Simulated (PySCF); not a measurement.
## Spin-state energies of [MnF5]3-

[MnF5]3- holds Mn(II), d5, at total charge -3. The structure is a PBE0-D3(BJ)/def2-TZVP, IEF-PCM water geometry optimised for multiplicity 6; coordination trigonal bipyramidal, point group D3h, metal–donor distances 2.08–2.12 Å.

```
6

Mn    0.000    0.000    0.000
F     0.000    0.000    2.117
F     0.000    0.000   -2.117
F     2.075    0.000    0.000
F    -1.037    1.797    0.000
F    -1.037   -1.797    0.000
```

Method (PySCF 2.14, density fitting): CASSCF(5,5) with orbitals averaged over all microstates of the shell, strongly contracted NEVPT2 on the averaged canonical orbitals; basis x2c-TZVPall on the metal, x2c-SVPall elsewhere; spin-free X2C; IEF-PCM water; spin-orbit coupling by state interaction with the mean-field operator over all roots.

The unrestricted Kohn–Sham energies use the same basis, Hamiltonian, solvent and geometry. All energies are vertical, in cm⁻¹ above the lowest state with 2S+1 = 6; a negative value means that the lower spin is more stable. A dash marks a spin without a sound unrestricted solution.

| method | 2S+1 = 4 | 2S+1 = 2 |
| --- | --- | --- |
| BP86 | 13440 | – |
| TPSSh | 15139 | – |
| B3LYP | 15434 | – |
| PBE0 | 18115 | – |

(1) What do CASSCF and NEVPT2 in the d shell give?

(2) How does exact exchange act on the 2S+1 = 4 state?

The functionals differ in more than their exact exchange.

The active space of the d orbitals alone lacks metal–ligand bonding pairs, which usually tilts NEVPT2 towards high spin.

No frequencies were computed for the optimised geometry.

Results:

(1) 
```json
{"method": "CASSCF", "2S+1 = 4": "26613", "2S+1 = 2": "39824"}
{"method": "NEVPT2", "2S+1 = 4": "22273", "2S+1 = 2": "34820"}
```

(2) From BP86 (0 % exact exchange) to PBE0 (25 %) it moves by +4674 cm⁻¹ against the high-spin state, so more exact exchange favours high spin, the usual trend.
